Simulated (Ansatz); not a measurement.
```yaml
crystal:
  periodic: [false, false, false]
  atoms:
    - {symbol: O, position_ang: [-1.330537, -1.118511, 0.890692]}
    - {symbol: Si, position_ang: [0.199439, -0.632012, 0.529791]}
    - {symbol: O, position_ang: [0.947063, -1.584451, -0.583545]}
    - {symbol: Si, position_ang: [0.134246, 1.508908, -0.445241]}
    - {symbol: F, position_ang: [-1.222668, 1.573051, -1.316670]}
    - {symbol: H, position_ang: [-2.003273, -0.988358, 0.219205]}
    - {symbol: H, position_ang: [0.907754, -0.692729, 1.834102]}
    - {symbol: H, position_ang: [1.124905, -2.498008, -0.351225]}
    - {symbol: H, position_ang: [0.052912, 2.583708, 0.580058]}
    - {symbol: H, position_ang: [1.273158, 1.797402, -1.354165]}
basis:
  gaussian: {orbitals: cc-pVTZ-DK, fitting: {mean_field: cc-pVTZ-jkfit}}
total_charge: -2
hamiltonian: {xc: {name: wB97}}
```

```sh
$ ansatz run in.yaml --threads 4 --pin off --events-out ev --progress --plain --max-ram 10444MiB
```

It prints (some lines left out):

```
Functional definition: wB97
629 factors; integrals over basis functions are off by at most 8.4e-1 eV
629 factors; integrals over basis functions are off by at most 5.8e-6 eV
mean field evaluation 1: about -22681.4007 eV, gradient 3.3e1 eV
mean field evaluation 2: about -22682.8897 eV, gradient 2.9e1 eV
mean field evaluation 4: about -22684.0501 eV, gradient 1.6e0 eV
mean field evaluation 8: about -22684.0709 eV, gradient 1.8e-1 eV
mean field evaluation 16: about -22684.0721 eV, gradient 2.7e-3 eV
mean field -22684.07209939 eV, -833.6242738363 hartree, gradient 5.0e-5 eV, S^2 0.000000; 0 other end points of the search recorded, 0 dependent functions left out
reference -22684.07208740 eV, -833.6242733957 hartree; 30, 30 occupied and 198, 198 virtual orbitals, 629 factors
Total energy: -22684.07208740 eV, -833.6242733957 hartree
Relativity: scalar
```

In this input the charge is far from anything that the molecule holds. Self-consistency was reached. The result belongs to that input, not to the molecule as meant.
